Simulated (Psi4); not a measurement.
methanol (CH4O), singlet, at a GFN2-xTB geometry; HF/6-311G** run with Psi4.

Psi4 was given this input:
```
memory 2 GB

molecule {
0 1
C    -0.05774864    0.65750333    0.00623833
O    -0.03498085   -0.74857812   -0.00758921
H    -1.10610419    0.95010140    0.00407242
H     0.88017380   -1.04794998   -0.00613415
H     0.42182552    1.06188832    0.90433371
H     0.43044352    1.07956523   -0.87898825
}

set {
  basis 6-311g**
  scf_type mem_df
}

energy('scf')
print_variables()
```

It wrote (shortened):

```
   => Loading Basis Set <=

    Name: 6-311G**
    Role: ORBITAL
    Keyword: BASIS

         ---------------------------------------------------------
                                   SCF
               by Justin Turney, Rob Parrish, Andy Simmonett
                          and Daniel G. A. Smith
                              RHF Reference
         ---------------------------------------------------------

  ==> Geometry <==

    Molecular point group: c1
    Full point group: C1

    Geometry (in Angstrom), charge = 0, multiplicity = 1:

       Center              X                  Y                   Z               Mass
    ------------   -----------------  -----------------  -----------------  -----------------
         C           -0.038350168347     0.720695528223     0.006958455067    12.000000000000
         O           -0.015582378347    -0.685385921777    -0.006869084933    15.994914619570
         H           -1.086705718347     1.013293598223     0.004792545067     1.007825032230
         H            0.899572271653    -0.984757781777    -0.005414024933     1.007825032230
         H            0.441223991653     1.125080518223     0.905053835067     1.007825032230
         H            0.449841991653     1.142757428223    -0.878268124933     1.007825032230

  Running in c1 symmetry.

  Rotational constants: A =      4.26962  B =      0.84134  C =      0.81127 [cm^-1]
  Rotational constants: A = 128000.09561  B =  25222.71491  C =  24321.13170 [MHz]
  Nuclear repulsion =   40.517522977209445

  Charge       = 0
  Multiplicity = 1
  Electrons    = 18
  Nalpha       = 9
  Nbeta        = 9

  ==> Algorithm <==

  SCF Algorithm Type is MEM_DF.
  DIIS enabled.
  MOM disabled.
  Fractional occupation disabled.
  Guess Type is SAD.
  Energy threshold   = 1.00e-06
  Density threshold  = 1.00e-06
  Integral threshold = 1.00e-12

  ==> Primary Basis <==

  Basis Set: 6-311G**
    Blend: 6-311G**
    Number of shells: 32
    Number of basis functions: 60
    Number of Cartesian functions: 62
    Spherical Harmonics?: true
    Max angular momentum: 2

   => Loading Basis Set <=

    Name: (6-311G** AUX)
    Role: JKFIT
    Keyword: DF_BASIS_SCF

  ==> Integral Setup <==

  SCF_SUBTYPE=INCORE selected. In-core MEM_DF algorithm will be used.
  Using in-core AOs.

  ==> MemDFJK: Density-Fitted J/K Matrices <==

    J tasked:                   Yes
    K tasked:                   Yes
    wK tasked:                   No
    Algorithm:                 Core
[...]

                           Total Energy        Delta E     RMS |[F,P]|

   @DF-RHF iter SAD:  -114.43284120311147   -1.14433e+02   0.00000e+00
   @DF-RHF iter   1:  -115.00288647576738   -5.70045e-01   6.43072e-03 DIIS/ADIIS
   @DF-RHF iter   2:  -115.05932050741187   -5.64340e-02   3.51946e-03 DIIS/ADIIS
   @DF-RHF iter   3:  -115.07411702795125   -1.47965e-02   5.91370e-04 DIIS/ADIIS
   @DF-RHF iter   4:  -115.07498606064766   -8.69033e-04   1.54539e-04 DIIS/ADIIS
   @DF-RHF iter   5:  -115.07504731368533   -6.12530e-05   3.83476e-05 DIIS
   @DF-RHF iter   6:  -115.07505120527622   -3.89159e-06   8.26286e-06 DIIS
   @DF-RHF iter   7:  -115.07505150739055   -3.02114e-07   1.95510e-06 DIIS
   @DF-RHF iter   8:  -115.07505152656489   -1.91743e-08   3.63298e-07 DIIS
  Energy and wave function converged.

  ==> Post-Iterations <==

    Orbital Energies [Eh]
    ---------------------

    Doubly Occupied:

[...]
    Virtual:

[...]
    Final Occupation by Irrep:
              A
    DOCC [     9 ]
    NA   [     9 ]
    NB   [     9 ]

  @DF-RHF Final Energy:  -115.07505152656489

   => Energetics <=

    Nuclear Repulsion Energy =             40.5175229772094454
    One-Electron Energy =                -237.3301349430986988
    Two-Electron Energy =                  81.7375604393243691
    Total Energy =                       -115.0750515265648914

Computation Completed

Properties will be evaluated at   0.000000,   0.000000,   0.000000 [a0]

Properties computed using the SCF density matrix

 Multipole Moments:

 ------------------------------------------------------------------------------------
     Multipole            Electronic (a.u.)      Nuclear  (a.u.)        Total (a.u.)
 ------------------------------------------------------------------------------------

 L = 1.  Multiply by 2.5417464519 to convert [e a0] to [Debye]
 Dipole X            :         -0.0688298            0.6598404            0.5910106
 Dipole Y            :         -1.7219477            2.1494870            0.4275393
 Dipole Z            :         -0.0174011            0.0244952            0.0070940
 Magnitude           :                                                    0.7294750

 ------------------------------------------------------------------------------------

  Variable Map:
  ----------------------------------------------------------------------------
[...]
  Array Variable Map:
  ----------------------------------------------------------------------------
[...]
[...]
```
